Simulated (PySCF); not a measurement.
Se(Cl)(SMe) (CH3ClSSe), SMILES CS[Se]Cl.

Coordinates come from a B3LYP-D3(BJ)/def2-SVP optimisation. The structure was generated by enumeration, and PubChem lists no compound with its InChIKey, so it may never have been made. The values are those of a single conformer.

Computed with TDA-PBE/def2-SVPD (PySCF).

Vertical excitations. The molecule is in vacuum.

Computed excitation energies, oscillator strengths and character:
```csv
state,energy (eV),λ (nm),f,main pairs
S1,2.74,453,0.001,HOMO→LUMO 99 %
S2,3.76,330,0.003,HOMO→LUMO+1 88 %
S3,3.95,314,0.062,HOMO−1→LUMO 78 %
S4,4.40,282,0.005,HOMO−2→LUMO 98 %
S5,4.63,268,0.004,HOMO−1→LUMO+1 97 %
S6,4.96,250,0.003,HOMO−3→LUMO 97 %
S7,5.38,230,0.007,"HOMO→LUMO+2 78 %, HOMO−2→LUMO+1 19 %"
S8,5.61,221,0.022,"HOMO−4→LUMO 67 %, HOMO−2→LUMO+1 19 %"
S9,5.74,216,0.029,HOMO→LUMO+3 90 %
S10,5.90,210,0.095,"HOMO−2→LUMO+1 34 %, HOMO−4→LUMO 22 %, HOMO−4→LUMO+1 11 %, HOMO→LUMO+2 10 %"
T1,2.04,606,0,HOMO→LUMO 100 %
T2,2.95,421,0,HOMO−1→LUMO 100 %
T3,3.22,385,0,HOMO→LUMO+1 99 %
T4,3.79,327,0,HOMO−2→LUMO 97 %
```
Triplets are in the Tamm–Dancoff approximation.
